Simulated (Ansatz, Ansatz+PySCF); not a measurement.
```csv
atom,x (Å),y (Å),z (Å)
Cl,-0.0287,0.0058,-2.2386
Cd,-0.0101,-0.0168,0.0284
Cl,-0.0065,0.0116,2.2701
```

Basis set: def2-SVP (spherical functions, with the set's core potentials past Kr). Correlated methods keep 10 orbitals frozen. Charge 0, multiplicity 1.

Computed with Ansatz (development build ahead of 0.2.0); each method stands on the lowest determinant of its kind that the runs found. Restricted open shells among the atoms or ions are ROHF, correlated in semicanonical orbitals with singles.

Problem. Give the atomization energy at this shape (free ground-state atoms in the same class of orbitals less the molecule, no zero-point energy) of singlet CdCl2 by RHF-MP2, RHF.

Solution.

```csv
method,atomization energy
RHF-MP2,5.49 eV
RHF,4.57 eV
```
